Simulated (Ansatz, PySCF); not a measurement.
Se(Cl)(SMe) (CH3ClSSe), SMILES [Se](SC)Cl. Atoms are numbered in the order given.

```xyz
7

Se     0.2671     0.0277     0.8330
Cl     0.7829     1.8512    -0.3784
S     -0.2030    -1.4696    -0.6691
C     -1.9234    -1.0565    -1.1413
H     -2.5965    -1.1275    -0.2769
H     -2.2165    -1.7916    -1.9064
H     -1.9525    -0.0465    -1.5718
```
Charge 0, spin multiplicity 1.

Geometry optimised at B3LYP-D3(BJ)/def2-SVP. The structure was generated by enumeration, and PubChem lists no compound with its InChIKey, so it may never have been made. The values are those of a single conformer.

Two levels are set side by side: PBE-D3(BJ)/def2-SVP (Ansatz, a program for electronic structure) and B3LYP-D3(BJ)/def2-SVP (Ansatz). Each level has its own optimised geometry; the coordinates shown are those of the second. Frequencies come from the Hessian of PySCF at each geometry. Differences are taken from unrounded values.

```
quantity                            B3LYP-D3(BJ)
----------------------------------  ------------
mean bond length (Å)                       1.592
bond Se1–Cl2 (Å)                           2.249
bond Se1–S3 (Å)                            2.172
bond S3–C4 (Å)                             1.831
bond C4–H5 (Å)                             1.098
bond C4–H6 (Å)                             1.101
bond C4–H7 (Å)                             1.098
highest harmonic wavenumber (cm⁻¹)          3169
mean harmonic wavenumber (cm⁻¹)             1170
zero-point energy (kcal/mol)               25.08
```

Problem. What does PBE-D3(BJ) give, and how far is it from B3LYP-D3(BJ)? (An estimate is asked for; the answer gives what the named calculation found.)

Solution. 
| quantity | PBE-D3(BJ) | PBE-D3(BJ) minus B3LYP-D3(BJ) |
|---|---|---|
| mean bond length (Å) | 1.596 | 0.004 |
| bond Se1–Cl2 (Å) | 2.257 | 0.008 |
| bond Se1–S3 (Å) | 2.165 | -0.008 |
| bond S3–C4 (Å) | 1.833 | 0.001 |
| bond C4–H5 (Å) | 1.106 | 0.008 |
| bond C4–H6 (Å) | 1.109 | 0.008 |
| bond C4–H7 (Å) | 1.106 | 0.008 |
| highest harmonic wavenumber (cm⁻¹) | 3110 | -58 |
| mean harmonic wavenumber (cm⁻¹) | 1138 | -32 |
| zero-point energy (kcal/mol) | 24.40 | -0.68 |
